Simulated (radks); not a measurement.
Rb+, configuration [Kr].

Calculated with a radial shooting solver on a logarithmic mesh with Libxc functionals: Dirac Kohn-Sham, PBEsol, spin-unpolarised, spherical densities, finite nucleus; Fermi nuclear charge, rms radius 4.2036 fm.

Energy parts (hartree):
| part | energy |
|---|---|
| total | -2979.42226 |
| kinetic | 3063.96441 |
| electron-nucleus | -7188.39860 |
| Hartree | 1243.82850 |
| exchange-correlation | -98.81658 |

Orbitals (lengths in bohr, moments of r in powers of bohr; r(90%) holds 90 % of the orbital's charge):
[
 {"orbital": "1s1/2", "occ.": "2", "eigenvalue (hartree)": "-552.0753", "<1/r>": "37.86", "<r>": "0.04031", "<r^4>": "0.00001236", "r(90%)": "0.0721"},
 {"orbital": "2s1/2", "occ.": "2", "eigenvalue (hartree)": "-73.92318", "<1/r>": "8.498", "<r>": "0.1777", "<r^4>": "0.002403", "r(90%)": "0.275"},
 {"orbital": "2p1/2", "occ.": "2", "eigenvalue (hartree)": "-67.08277", "<1/r>": "8.470", "<r>": "0.1523", "<r^4>": "0.001635", "r(90%)": "0.249"},
 {"orbital": "2p3/2", "occ.": "4", "eigenvalue (hartree)": "-64.85150", "<1/r>": "8.158", "<r>": "0.1564", "<r^4>": "0.001784", "r(90%)": "0.255"},
 {"orbital": "3s1/2", "occ.": "2", "eigenvalue (hartree)": "-11.14083", "<1/r>": "2.822", "<r>": "0.5108", "<r^4>": "0.1418", "r(90%)": "0.759"},
 {"orbital": "3p1/2", "occ.": "2", "eigenvalue (hartree)": "-8.69092", "<1/r>": "2.710", "<r>": "0.5119", "<r^4>": "0.1575", "r(90%)": "0.780"},
 {"orbital": "3p3/2", "occ.": "4", "eigenvalue (hartree)": "-8.35544", "<1/r>": "2.635", "<r>": "0.5224", "<r^4>": "0.1704", "r(90%)": "0.795"},
 {"orbital": "3d3/2", "occ.": "4", "eigenvalue (hartree)": "-4.06481", "<1/r>": "2.402", "<r>": "0.5233", "<r^4>": "0.2350", "r(90%)": "0.853"},
 {"orbital": "3d5/2", "occ.": "6", "eigenvalue (hartree)": "-4.00784", "<1/r>": "2.382", "<r>": "0.5271", "<r^4>": "0.2416", "r(90%)": "0.859"},
 {"orbital": "4s1/2", "occ.": "2", "eigenvalue (hartree)": "-1.38200", "<1/r>": "0.9236", "<r>": "1.453", "<r^4>": "9.122", "r(90%)": "2.15"},
 {"orbital": "4p1/2", "occ.": "2", "eigenvalue (hartree)": "-0.81742", "<1/r>": "0.7869", "<r>": "1.688", "<r^4>": "18.31", "r(90%)": "2.55"},
 {"orbital": "4p3/2", "occ.": "4", "eigenvalue (hartree)": "-0.78458", "<1/r>": "0.7675", "<r>": "1.725", "<r^4>": "19.99", "r(90%)": "2.61"}
]

The highest occupied level is 4p3/2 at -21.350 eV. The density falls to 0.001 e/bohr^3 at r = 3.63 bohr. The electron density at the nucleus is 5.484e+04 e/bohr^3.
